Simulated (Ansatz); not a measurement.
Geometry optimisation, Ansatz 0.2.0, RHF/def2-SVP.

input.yaml

```yaml
crystal:
  periodic: [false, false, false]
  atoms:
    - { symbol: "N", position_ang: [-0.6694, 0.8768, -0.0189] }
    - { symbol: Al, position_ang: [0.2072, -0.7432, 0.13] }
    - { symbol: F, position_ang: [1.6617, -0.8461, 1.1323] }
    - { symbol: F, position_ang: [-0.3206, -2.1871, -0.7399] }
    - { symbol: H, position_ang: [-0.96081, 1.23028, 0.90634] }
    - { symbol: H, position_ang: [-1.59294, 0.75918, -0.55336] }
basis:
  gaussian: { orbitals: def2-SVP }
hamiltonian:
  xc: hf
relax:
  f_tol: 0.015
  max_steps: 40
```

Run as:

```bash
$ ansatz run input.yaml --threads 1 --pin off --max-ram 2048MiB --backend cpu --events-out ev --progress --plain --runs-dir out
```

Q: Where does it end, and by what steps?

A: The run converged. After 5 steps the energy has fallen by 0.927 eV; H5 moved furthest, 0.39 Å.

| step | energy less start (eV) | largest force component (eV/Å) | accepted |
| --- | --- | --- | --- |
| 0 | 0.0000 | 2.768 | yes |
| 1 | -0.5824 | 1.524 | yes |
| 2 | -0.8642 | 0.470 | yes |
| 3 | -0.9223 | 0.258 | yes |
| 4 | -0.9269 | 0.040 | yes |
| 5 | -0.9269 | 0.010 | yes |

```xyz
6
Properties=species:S:1:pos:R:3
N -0.844 0.629 0.134
Al 0.178 -0.784 0.149
F 1.491 -0.870 1.130
F -0.141 -2.072 -0.816
H -0.706 1.441 0.704
H -1.653 0.745 -0.445
```

Whether the end is a true minimum wasn't checked by a vibrational analysis.

Time of the run: 33 s on 1 thread of Intel(R) Xeon(R) Processor @ 2.50GHz (Skylake/Cascade Lake), on a shared host, peak memory 0.13 GiB.
